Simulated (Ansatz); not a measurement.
**Two structures, one formula**

The two ends of one reaction step of GeHCl$_{2}$F, singlet (PBE0-D4/def2-TZVP).

A:

Ge1  (0.172, -0.589, 1.123)
F2  (-0.572, -0.822, -1.209)
H3  (-0.892, 0.058, -1.148)
Cl4  (-0.892, 1.352, 0.712)
Cl5  (2.184, 0.002, 0.522)
(Å)

B:

```
atom    x (Å)    y (Å)    z (Å)
 Ge1   0.3188  -1.0437   0.8542
  F2  -0.2002  -1.2115  -0.8318
  H3  -1.1407   0.8798  -0.8130
 Cl4  -1.2272   1.4663   0.3288
 Cl5   2.2494  -0.0910   0.4619
```

Ansatz 0.2.0; basis: def2-TZVPP; cores frozen in the correlated methods. Filled d shells of the heavier atoms are correlated. The def2 sets are not built for correlating such inner shells, so the correlated values are less sure here. B3LYP uses VWN-RPA correlation.

(1) Which structure is lower at CCSD(T), and by how much? (Judge from chemistry; the value comes from the calculation.)

The T1 diagnostic stays at or below 0.013.

Answers

(1) The calculation gives: A, by 0.098 eV (electronic energy, against the other). By their contacts, A is a complex of GeCl₂ + HF and B is a complex of GeClF + HCl.

All methods give the same order:

```csv
method,E(B) − E(A) (eV)
SPW92,0.222
PBE-D4,0.175
BLYP-D4,0.104
r2SCAN-D4,0.131
B97M-V,0.092
PBE0-D4,0.187
B3LYP-D4,0.117
r2SCAN0-D4,0.160
BHLYP-D4,0.117
CAM-B3LYP-D4,0.068
wB97X-V,0.070
wB97M-V,0.116
B2PLYP,0.101
PBE-QIDH,0.163
RPA on PBE,0.053
HF,0.048
MP2,0.134
CCSD,0.083
CCSD(T),0.098
```

For scale, one of the runs: CCSD(T)/def2-TZVPP, 177 basis functions (an equivalent command: `ansatz run in.yaml --threads 4`). The run took 48 s on 4 CPU threads (shared host), with 1.6 GiB of host memory at its peak.
